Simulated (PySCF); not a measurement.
## State search for AsF

Unrestricted PBE0; As x2c-SVPall, F x2c-SVPall; spin-free X2C with a Gaussian nucleus (PySCF 2.14). Outer shells of the fragments: As 3d10 4s2 4p3; F 2s2 2p5.

Followed along the bond (rough minima from three points):

```csv
2Ms+1,unpaired,⟨S²⟩ at the start,R at minimum (Å),Te (eV)
3,π ↑↑,2.00,1.75,0.00
1,π ↑↓,1.01,1.75,0.36
1,none,0.00,1.75,1.43
5,"σ ↑↑, π ↑↑",6.00,none in the scan,≤ 6.10
```

Solutions found at the starting distance of 1.790 Å, counted from the lowest of them; the search is not exhaustive and high or unbound solutions are not listed, so other states can lie among these:

| 2Ms+1 | unpaired | term | E (eV) | ⟨S²⟩ | ⟨Lz²⟩ | μ (D) |
| --- | --- | --- | --- | --- | --- | --- |
| 3 | π ↑↑ | ³Σ⁻ | 0.00 | 2.00 | 0.00 | -2.04 |
| 1 | π ↑↓ | mixed | 0.36 | 1.01 | 2.01 | -2.01 |
| 1 | none | mixed | 1.44 | 0.00 | 2.00 | -1.91 |
| 3 | σ ↑, π ↑ | ³Π | 3.54 | 2.01 | 1.01 | -1.66 |
| 1 | σ ↓, π ↑ | mixed | 3.91 | 1.01 | 1.01 | -1.63 |
| 3 | σ ↑, π ↑ | ³Π | 6.36 | 2.01 | 1.00 | -0.53 |
| 1 | σ ↓, π ↑ | mixed | 6.83 | 1.02 | 1.00 | -0.06 |
| 5 | σ ↑↑, π ↑↑ | ⁵Σ⁻ | 6.95 | 6.00 | 0.00 | -0.36 |
| 3 | π ↑↑ | mixed | 7.24 | 2.01 | 2.01 | 2.35 |
| 5 | σ ↑, π ↑↑↑ | ⁵Π | 7.94 | 6.00 | 1.00 | 2.57 |

A term symbol is given only where ⟨S²⟩ and ⟨Lz²⟩ are close to those of a pure state; real π, δ and φ orbitals otherwise mix terms. A positive dipole means As(−)F(+).

Spin–orbit coupling is left out. Counting both spins, an empty level lies below a filled one in some of these solutions, because spin and occupation are held.
